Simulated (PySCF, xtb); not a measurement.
B(H)(Et)(vinyl) (C4H9B), SMILES C=CBCC.

Geometry optimised at PBE0-D3(BJ)/def2-SVP. This is a generated structure with no PubChem entry under its InChIKey; it may be hypothetical. One conformer was computed; it need not be the lowest.

The numbers are results of C-PCM-ωB97X/def2-SVP run with PySCF, not measurements.

The values are the electrostatic part of the solvation free energy, E(continuum) − E(gas) at the gas-phase geometry, in a cavity of scaled van der Waals radii (PySCF's table); cavitation and dispersion terms are not included. In vacuum the orbital gap is 11.05 eV. The dipole moment in vacuum is 0.74 D.

Computed values in water (ε = 78.36), ethylethanoate (ε = 5.99), toluene (ε = 2.37):
```csv
solvent,ε,ΔG(elec) (kcal/mol),dipole (D),gap (eV)
water,78.36,-1.3,1.02,11.05
ethylethanoate,5.99,-1.1,0.97,11.05
toluene,2.37,-0.7,0.88,11.05
```

For comparison, GFN2-xTB/ALPB(water) (xtb, at the GFN2-xTB geometry, all terms of that model) gives -0.8 kcal/mol.
